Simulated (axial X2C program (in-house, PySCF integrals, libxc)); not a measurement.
**Spectroscopic constants of ScF⁻**

Calculated with an axial X2C code built on PySCF integrals. Spin-free means the one-electron spin-free X2C Hamiltonian. Basis: Sc dyall-acv3z [11s12p8d5f2g], F dyall-av3z [7s6p3d2f] (cores contracted in-house); Gaussian nuclei, density fitting, unrestricted open shells. Masses: Sc 44.956 u, F 18.998 u.

The run was started with this input:
```json
{"zs": [21, 9], "q": -1, "bas": ["dyall-acv3z", "dyall-av3z"], "levels": ["PBE0", "HF", "TPSSh"], "cc": true, "r0": 2.12, "thr": -1.0, "nmax": 90, "npts": 10, "nst": 2, "ntry": 6}
```
```bash
python so2c.py task.json out
```

Keys: zs atomic numbers; q charge; bas basis sets; levels methods; cc coupled cluster on or off; r0 starting distance in Å; thr threshold in hartree for freezing inner shells (an s shell follows its p shell); nmax most natural virtual spinors; npts points on the curve; nst determinants followed; ntry starts of the search. HF also brings MP2.

State, spin-free: M_S = 1/2, Λ = 2 (beyond evenly filled blocks: δ+α); electrons by block: σα: 9, σβ: 9, π+α: 3, π+β: 3, π-α: 3, π-β: 3, δ+α: 1. Fragments: Sc + F-.

```json
{"Hamiltonian": "spin-free", "level": "PBE0", "Re (Å)": "1.883", "ωe (cm⁻¹)": "585.4", "ωexe (cm⁻¹)": "3.68", "Be (cm⁻¹)": "0.3559", "αe (cm⁻¹)": "0.00297", "De (eV)": "3.72", "D0 (eV)": "3.68", "μ (D)": "3.69"}
{"Hamiltonian": "spin-free", "level": "HF", "Re (Å)": "1.935", "ωe (cm⁻¹)": "560.3", "ωexe (cm⁻¹)": "3.42", "Be (cm⁻¹)": "0.3372", "αe (cm⁻¹)": "0.00274", "De (eV)": "3.56", "D0 (eV)": "3.52", "μ (D)": "5.31"}
{"Hamiltonian": "spin-free", "level": "CCSD", "Re (Å)": "1.942", "ωe (cm⁻¹)": "549.7", "ωexe (cm⁻¹)": "3.54", "Be (cm⁻¹)": "0.3348", "αe (cm⁻¹)": "0.00285", "De (eV)": "3.56", "D0 (eV)": "3.53", "μ (D)": "n/a"}
{"Hamiltonian": "spin-free", "level": "CCSD(T)", "Re (Å)": "1.941", "ωe (cm⁻¹)": "547.6", "ωexe (cm⁻¹)": "3.61", "Be (cm⁻¹)": "0.3352", "αe (cm⁻¹)": "0.00291", "De (eV)": "3.53", "D0 (eV)": "3.50", "μ (D)": "n/a"}
{"Hamiltonian": "spin-free", "level": "TPSSh", "Re (Å)": "1.879", "ωe (cm⁻¹)": "592.6", "ωexe (cm⁻¹)": "3.77", "Be (cm⁻¹)": "0.3577", "αe (cm⁻¹)": "0.00299", "De (eV)": "3.70", "D0 (eV)": "3.67", "μ (D)": "3.88"}
```

Correlated methods: 11 electrons correlated (number of frozen shells: Sc 3 s, 2 p; F 1 s), 317 virtual spin orbitals or spinors in MP2, 90 natural virtuals in coupled cluster.

Dipoles are positive if F is the positive end and refer to the centre of mass.

The state is a single determinant with fixed occupations, the lowest that a limited PBE0 search found. Dissociation energies refer to the lowest single-determinant-based atoms at the same level and basis. CCSD and (T) use frozen natural virtuals with an MP2 correction for the truncation; (T) itself is uncorrected, so its De runs slightly low. PBE0 can misorder states that lie within some tenths of an eV, so this need not be the ground state of the molecule. The nearest other spin-free determinant of the search, M_S = 1/2, Λ = 1, lies 0.33 eV up at the distance of the search. The functionals have no current-density term, which raises determinants with orbital currents, atoms included. The outer-core s and p shells of the metal are frozen in the correlated rows, which leaves out core–valence correlation; for alkali and alkaline-earth bonds that tends to lengthen them. At some level and bond length an empty orbital lies below a filled one. The highest occupied level of some functionals is positive through self-interaction error; at Hartree–Fock it is bound. The determinant is spin-polarised beyond a pure state at some levels (its spin-free form has ⟨S²⟩ too high), which makes Re and μ there less reliable. The T1 diagnostic is large, a sign of multireference character. Hartree–Fock gets electron affinities wrong, so its lowest charge split need not be the true one.

No reliable constants came from CCSD (2c), CCSD(T) (2c), HF (2c), MP2 (2c), MP2 (spin-free), PBE0 (2c), TPSSh (2c): no minimum in range, unconverged points, a curve that is not smooth, a change of character along it, or the two Hamiltonians disagreeing along it.

The whole task took 4.5 min on 1 thread of Arm Neoverse V1, with other jobs on the host.
